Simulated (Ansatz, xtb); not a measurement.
Two isomers of C5H3FO2Se

Structure I: `O=C(O)c1c[se]cc1F`, a singlet. Structure II: `O=COc1[se]ccc1F`, a singlet. Both are isolated molecules in the gas phase, relaxed with PBE0-D3(BJ)/def2-SVP; the shapes shown needn't be the lowest conformers.

I (Å):

```tsv
atom	x (Å)	y (Å)	z (Å)
C	-1.3363	0.6235	0.3562
C	-0.4822	1.0906	-0.7555
C	-0.7812	0.8794	-2.0786
C	1.4082	2.1668	-1.7034
C	0.7466	1.8126	-0.5660
F	1.2014	2.1112	0.6357
O	-1.1121	0.7881	1.5263
O	-2.4259	-0.0258	-0.0882
Se	0.4894	1.5892	-3.2059
H	-2.9190	-0.2910	0.7026
H	-1.6589	0.3571	-2.4549
H	2.3476	2.7131	-1.7592
```

II (Å):

```xyz
12

C    -2.3027   -0.3839    0.3094
C    -0.6666    1.0840   -0.5023
C     1.0661    1.4372   -2.3475
C     1.0070    2.4541   -1.4406
C     0.0413    2.2515   -0.4169
F    -0.1558    3.1362    0.5515
O    -2.1470   -1.1996   -0.5523
O    -1.6226    0.7624    0.4120
Se   -0.1394    0.0682   -1.9853
H    -3.0248   -0.4520    1.1440
H     1.7263    1.3751   -3.2120
H     1.6300    3.3491   -1.4740
```

Quicker runs give these differences E(II) − E(I): GFN2-xTB +8.1 kJ/mol; HF/STO-3G +48.1 kJ/mol (at GFN2-xTB geometries); r2SCAN-D4/def2-SVP +87.2 kJ/mol (at GFN2-xTB geometries).

Question: Estimate E(II) − E(I) at the level CCSD(T)/def2-SVP + ΔMP2/def2-TZVPP.

Answer: Calculated at CCSD(T)/def2-SVP + ΔMP2/def2-TZVPP: E(II) − E(I) = +85.3 kJ/mol, so structure I lies lower.

Level by level:

```json
{"level": "GFN2-xTB", "geometry": "GFN2-xTB", "E(II) − E(I) (kJ/mol)": "+8.1", "departure from the last row (kJ/mol)": "−77.2", "job, with rough time for the two": "optimisation, 0.21 s"}
{"level": "HF/STO-3G", "geometry": "GFN2-xTB", "E(II) − E(I) (kJ/mol)": "+48.1", "departure from the last row (kJ/mol)": "−37.2", "job, with rough time for the two": "single point, 0.76 s"}
{"level": "r2SCAN-D4/def2-SVP", "geometry": "GFN2-xTB", "E(II) − E(I) (kJ/mol)": "+87.2", "departure from the last row (kJ/mol)": "+1.9", "job, with rough time for the two": "single point, 6.9 s"}
{"level": "PBE0-D3(BJ)/def2-SVP", "geometry": "PBE0-D3(BJ)/def2-SVP", "E(II) − E(I) (kJ/mol)": "+83.1", "departure from the last row (kJ/mol)": "−2.2", "job, with rough time for the two": "optimisation, 52 s"}
{"level": "HF/def2-SVP", "geometry": "PBE0-D3(BJ)/def2-SVP", "E(II) − E(I) (kJ/mol)": "+94.2", "departure from the last row (kJ/mol)": "+8.9", "job, with rough time for the two": "part of the CCSD(T) run"}
{"level": "MP2/def2-SVP", "geometry": "PBE0-D3(BJ)/def2-SVP", "E(II) − E(I) (kJ/mol)": "+93.3", "departure from the last row (kJ/mol)": "+8.0", "job, with rough time for the two": "part of the CCSD(T) run"}
{"level": "CCSD(T)/def2-SVP", "geometry": "PBE0-D3(BJ)/def2-SVP", "E(II) − E(I) (kJ/mol)": "+86.6", "departure from the last row (kJ/mol)": "+1.3", "job, with rough time for the two": "single point"}
{"level": "CCSD(T)/def2-SVP + ΔMP2/def2-TZVPP", "geometry": "PBE0-D3(BJ)/def2-SVP", "E(II) − E(I) (kJ/mol)": "+85.3", "departure from the last row (kJ/mol)": "", "job, with rough time for the two": "single point, 4.1 min"}
```

As drawn, II has 1 C–O, 1 C–H in place of 1 C–C, 1 O–H.

None of the levels shown reverses the order. The largest departure from CCSD(T)/def2-SVP + ΔMP2/def2-TZVPP is that of GFN2-xTB, 77.2 kJ/mol. The last row adds to CCSD(T) the change of the MP2 difference between the two basis sets, here −1.3 kJ/mol.

With thermal terms from frequencies at re-optimised GFN2-xTB minima (ideal gas, soft modes damped towards free rotors, one conformer each, 298.15 K, 1 atm): the zero-point term adds +0.2 kJ/mol; ΔH is +84.9 and ΔG +86.9 kJ/mol.

The correlated steps freeze 17 core orbitals; the filled d shell of Se is correlated, in a basis made for valence electrons. Codes used: Ansatz 0.2.0, xtb 6.7.1; the last row on 4 threads of Arm Neoverse V1 on a shared host.
